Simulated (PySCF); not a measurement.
## Arsenic: a sound run and one with changed settings

Sound run: As⁺ [Ar] 3d10 4s2 4p2, As²⁺ [Ar] 3d10 4s2 4p1. Computed with PySCF 2.14 in def2-SVP (5s4p3d, 32 functions), with no relativity, point nucleus. In the sound run the correlated levels freeze [Ar] 3d10. The sound run starts from symmetry-adapted Hartree-Fock orbitals and uses a fine grid where one is needed.

Changed run: basis STO-3G. This setting is unsound on purpose.

| species | method | sound run (hartree) | changed run (hartree) | converged |
| --- | --- | --- | --- | --- |
| As⁺ | UHF | -2233.56916 | -2209.00633 | yes |
| As⁺ | M06-2X | -2235.19651 | -2210.21922 | yes |
| As⁺ | PBE0 | -2234.89795 | -2210.00018 | yes |
| As⁺ | MP2 | -2233.61327 | -2209.01391 | yes |
| As⁺ | CCSD(T) | -2233.63096 | -2209.01980 | yes |
| As²⁺ | UHF | -2232.90741 | -2208.37732 | yes |
| As²⁺ | M06-2X | -2234.52126 | -2209.56423 | yes |
| As²⁺ | PBE0 | -2234.21396 | -2209.34604 | yes |
| As²⁺ | MP2 | -2232.94196 | -2208.39291 | yes |
| As²⁺ | CCSD(T) | -2232.95851 | -2208.40405 | yes |

Ionisation energy of As⁺:

| method | sound run (eV) | changed run (eV) |
| --- | --- | --- |
| UHF | 18.007 | 17.116 |
| M06-2X | 18.374 | 17.823 |
| PBE0 | 18.612 | 17.800 |
| MP2 | 18.267 | 16.898 |
| SCS-MP2 | 18.200 | 16.855 |
| CCSD | 18.290 | 16.755 |
| CCSD(T) | 18.298 | 16.755 |

A minimal basis cannot let orbitals breathe on ionisation and holds almost no correlation.

For comparison, NIST gives 18.589 eV between the lowest levels.
